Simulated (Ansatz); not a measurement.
The same path of ClF₂H₆N₂OTa (13 atoms, charge 0, multiplicity 1) was run twice with different band settings. Lost on the way: N10–H13. Made: O2–H13.

These are results of Ansatz, RKS PBE/def2-SVP, not measurements.

Relaxed end points:

```xyz
13
Properties=species:S:1:pos:R:3
Ta 0.038 0.101 -0.073
O 1.953 -0.172 0.221
H 2.239 -0.957 0.725
F -0.198 0.151 1.830
F 0.053 -0.294 -1.956
Cl -1.735 1.713 -0.242
N -0.788 -1.696 0.042
H -1.139 -2.108 0.913
H -0.980 -2.295 -0.767
N 1.175 2.042 -0.936
H 0.964 2.142 -1.938
H 0.920 2.931 -0.485
H 2.190 1.897 -0.835
```

```xyz
13
Properties=species:S:1:pos:R:3
Ta -0.296 0.394 -0.310
O 1.955 -0.354 -0.220
H 2.233 -0.516 0.703
F 0.084 0.695 1.538
F -0.095 -0.087 -2.135
Cl -2.387 1.417 -0.348
N -0.730 -1.541 0.040
H -0.857 -1.948 0.976
H -0.616 -2.299 -0.642
N 0.978 1.990 -0.786
H 1.151 2.293 -1.751
H 1.113 2.790 -0.156
H 2.159 0.619 -0.408
```

Common settings: movable images 5; climbing image yes; optimiser quadratic models (default); start path through a guess of the saddle point; force threshold 0.03 eV/Å; iteration limit 60; end points relaxed.

| run | spring |
| --- | --- |
| 1 | 5.0 eV/Å² |
| 2 | 20.0 eV/Å² |

Task: What does each run give, and how far can it be trusted?

Result: Run 1: converged after 25 iterations, highest image 1.068 eV above the first end. A vibrational analysis at the climbing image gives one clearly imaginary mode, 416i cm⁻¹: a first-order saddle point.
Run 2: converged after 24 iterations, highest image 1.068 eV above the first end. Another band between the same ends (5 images) ends at a top of the same energy, where a vibrational analysis finds 1 clearly imaginary mode.
The orbitals stay closed-shell, which can raise the energy where a bond breaks towards radicals; this wasn't checked here.
